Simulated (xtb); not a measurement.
xtb input (GFN2-xTB):

```bash
xtb mol.xyz --gfn 2 --ohess tight --chrg -1 --uhf 0
```
mol.xyz:
```
12

Si    -0.02563293    -1.14023877     1.08037114
O      1.25507846    -0.30169195     0.64563258
Si     2.44268140     0.56956245     0.00311111
O     -1.34321884    -0.50447561     0.49457859
Si    -2.45402817     0.23525804    -0.42169995
H      0.14360660    -2.47634913     0.55192943
H      3.24638588    -0.34473347    -0.83207181
H      1.85370541     1.61807913    -0.88530657
H      3.18368340     1.16425615     1.12954099
H     -3.22371716     1.06151983     0.60245698
H     -1.78659758     1.07413884    -1.40719913
H     -3.34459034    -0.75975719    -0.97389522
```

Output:

```
           -------------------------------------------------
          |                Calculation Setup                |
           -------------------------------------------------

           -------------------------------------------------
          |                 G F N 2 - x T B                 |
           -------------------------------------------------

        Reference                      10.1021/acs.jctc.8b01176
      * Hamiltonian:
        H0-scaling (s, p, d)           1.850000    2.230000    2.230000
        zeta-weighting                 0.500000
      * Dispersion:
        s8                             2.700000
        a1                             0.520000
        a2                             5.000000
        s9                             5.000000
      * Repulsion:
        kExp                           1.500000    1.000000
        rExp                           1.000000
      * Coulomb:
        alpha                          2.000000
        third order                    shell-resolved
        anisotropic                    true
        a3                             3.000000
        a5                             4.000000
        cn-shift                       1.200000
        cn-exp                         4.000000
        max-rad                        5.000000

          ...................................................
          :                      SETUP                      :
          :.................................................:
          :  # basis functions                  45          :
          :  # atomic orbitals                  42          :
          :  # shells                           20          :
          :  # electrons                        32          :
          :  max. iterations                   250          :
          :  Hamiltonian                  GFN2-xTB          :
          :  restarted?                      false          :
          :  GBSA solvation                  false          :
          :  PC potential                    false          :
          :  electronic temp.          300.0000000     K    :
          :  accuracy                    1.0000000          :
          :  -> integral cutoff          0.2500000E+02      :
          :  -> integral neglect         0.1000000E-07      :
          :  -> SCF convergence          0.1000000E-05 Eh   :
          :  -> wf. convergence          0.1000000E-03 e    :
          :  Broyden damping             0.4000000          :
          :  net charge                         -1          :
          :  unpaired electrons                  0          :
          ...................................................

 iter      E             dE          RMSdq      gap      omega  full diag
   1    -17.1055709 -0.171056E+02  0.119E+01    2.65       0.0  T
   2    -16.7291493  0.376422E+00  0.923E+00    0.16       1.0  T
   3    -17.1859133 -0.456764E+00  0.806E+00    2.20       1.0  T
   4    -17.2893033 -0.103390E+00  0.566E+00    1.92       1.0  T
   5    -17.3001460 -0.108426E-01  0.452E+00    1.87       1.0  T
   6    -17.3335234 -0.333774E-01  0.284E+00    1.59       1.0  T
[...]
     5  14 Si      11   1 H                                       1.4775023
     5  14 Si      12   1 H                                       1.4804579

 * 2 distinct bonds (by element types)

   Z      Z             #   av. dist./Å        max./Å        min./Å
   1 H   14 Si          7     1.4821324     1.5073307     1.4753637
   8 O   14 Si          2     1.5681739     1.5681946     1.5681531

           -------------------------------------------------
          |               Frequency Printout                |
           -------------------------------------------------
 projected vibrational frequencies (cm⁻¹)
eigval :       -0.00    -0.00    -0.00     0.00     0.00     0.00
eigval :       22.49    66.20    73.51   106.84   119.17   121.71
eigval :      245.30   437.08   437.73   600.81   618.84   634.33
eigval :      644.91   715.59   732.48   811.12   827.41   834.00
eigval :      848.72   858.49   877.65  1076.97  1122.77  1793.52
eigval :     2058.72  2070.20  2074.90  2101.16  2134.44  2148.21
 reduced masses (amu)
   1: 23.08   2: 23.23   3: 23.23   4: 22.58   5: 23.31   6: 23.27   7:  2.56   8: 14.75
   9: 17.28  10: 11.90  11: 12.87  12: 17.15  13: 17.08  14: 21.84  15: 22.40  16:  4.55
  17:  4.74  18:  5.38  19:  4.67  20:  2.39  21:  4.22  22:  2.21  23:  2.28  24:  2.26
  25:  2.28  26:  3.68  27:  3.01  28: 19.43  29: 19.57  30:  1.93  31:  2.02  32:  2.04
  33:  2.01  34:  2.03  35:  1.32  36:  1.41
 IR intensities (km·mol⁻¹)
   1:  1.32   2:  6.93   3:  8.37   4:  1.60   5:  8.06   6:  0.14   7:  0.01   8:  0.55
   9:  0.01  10:  0.25  11:  0.52  12:  0.19  13: 11.38  14:108.86  15: 83.52  16:  0.15
  17:173.39  18:288.58  19: 10.13  20: 90.57  21:305.87  22: 31.27  23:371.24  24:433.60
  25:101.49  26:150.23  27:489.09  28:345.11  29:549.95  30:714.42  31:******  32:221.33
  33:190.07  34:******  35: 19.18  36:378.06
 Raman intensities (Ä⁴*amu⁻¹)
   1:  0.00   2:  0.00   3:  0.00   4:  0.00   5:  0.00   6:  0.00   7:  0.00   8:  0.00
   9:  0.00  10:  0.00  11:  0.00  12:  0.00  13:  0.00  14:  0.00  15:  0.00  16:  0.00
  17:  0.00  18:  0.00  19:  0.00  20:  0.00  21:  0.00  22:  0.00  23:  0.00  24:  0.00
  25:  0.00  26:  0.00  27:  0.00  28:  0.00  29:  0.00  30:  0.00  31:  0.00  32:  0.00
  33:  0.00  34:  0.00  35:  0.00  36:  0.00
 output can be read by thermo (or use thermo option).
 writing <g98.out> molden fake output.
 recommended (thermochemical) frequency scaling factor: 1.0
           -------------------------------------------------
          |             Thermodynamic Functions             |
           -------------------------------------------------

c1  symmetry found (for desy threshold:  0.10E+00) used in thermo

          ...................................................
          :                      SETUP                      :
          :.................................................:
Note: The following floating-point exceptions are signalling: IEEE_UNDERFLOW_FLAG IEEE_DENORMAL
normal termination of xtb
          :  # frequencies                          30      :
          :  # imaginary freq.                       0      :
          :  linear?                             false      :
          :  only rotor calc.                    false      :
          :  symmetry                               c1      :
          :  rotational number                       1      :
          :  scaling factor                  1.0000000      :
          :  rotor cutoff                   50.0000000 cm⁻¹ :
          :  imag. cutoff                  -20.0000000 cm⁻¹ :
          :.................................................:

    mode    ω/cm⁻¹     T·S(HO)/kcal·mol⁻¹    T·S(FR)/kcal·mol⁻¹   T·S(vib)
   ------------------------------------------------------------------------
       1     22.49    -1.90843 (  3.93%)    -1.29245 ( 96.07%)    -1.31668
       2     66.20    -1.27106 ( 75.45%)    -0.97314 ( 24.55%)    -1.19793
       3     73.51    -1.20966 ( 82.37%)    -0.94217 ( 17.63%)    -1.16249
       4    106.84    -0.99150 ( 95.42%)    -0.83145 (  4.58%)    -0.98417
       5    119.17    -0.92837 ( 96.99%)    -0.79911 (  3.01%)    -0.92448
       6    121.71    -0.91621 ( 97.23%)    -0.79286 (  2.77%)    -0.91279
       7    245.30    -0.52597 ( 99.83%)    -0.58532 (  0.17%)    -0.52607
   ------------------------------------------------------------------------

   temp. (K)  partition function   enthalpy   heat capacity  entropy
                                   cal/mol     cal/K/mol   cal/K/mol   J/K/mol
 298.15  VIB  0.414E+04             4323.636     24.441     28.617
         ROT  0.345E+06              888.752      2.981     28.323
         INT  0.143E+10             5212.389     27.421     56.940
         TR   0.132E+28             1481.254      4.968     40.324
         TOT                        6693.6424    32.3896    97.2646   406.9551

       T/K    H(0)-H(T)+PV         H(T)/Eh          T*S/Eh         G(T)/Eh
   ------------------------------------------------------------------------
    298.15    0.106670E-01    0.726679E-01    0.462135E-01    0.264544E-01
   ------------------------------------------------------------------------

         :::::::::::::::::::::::::::::::::::::::::::::::::::::
         ::                  THERMODYNAMIC                  ::
         :::::::::::::::::::::::::::::::::::::::::::::::::::::
         :: total free energy         -17.232228920510 Eh   ::
         ::.................................................::
         :: total energy              -17.258683293523 Eh   ::
         :: zero point energy           0.062000922524 Eh   ::
         :: G(RRHO) w/o ZPVE           -0.035546549512 Eh   ::
         :: G(RRHO) contrib.            0.026454373013 Eh   ::
         :::::::::::::::::::::::::::::::::::::::::::::::::::::

optimized geometry written to: xtbopt.xyz

           -------------------------------------------------
          | TOTAL ENERGY              -17.258683293523 Eh   |
          | TOTAL ENTHALPY            -17.186015372795 Eh   |
          | TOTAL FREE ENERGY         -17.232228920510 Eh   |
          | GRADIENT NORM               0.000271931945 Eh/α |
          | HOMO-LUMO GAP               3.124536581151 eV   |
           -------------------------------------------------

------------------------------------------------------------------------
------------------------------------------------------------------------
 total:
 SCF:
 ANC optimizer:
 analytical hessian:
```

It need not be the lowest isomer of its formula. Whether it binds its extra electron was not tested at this geometry.
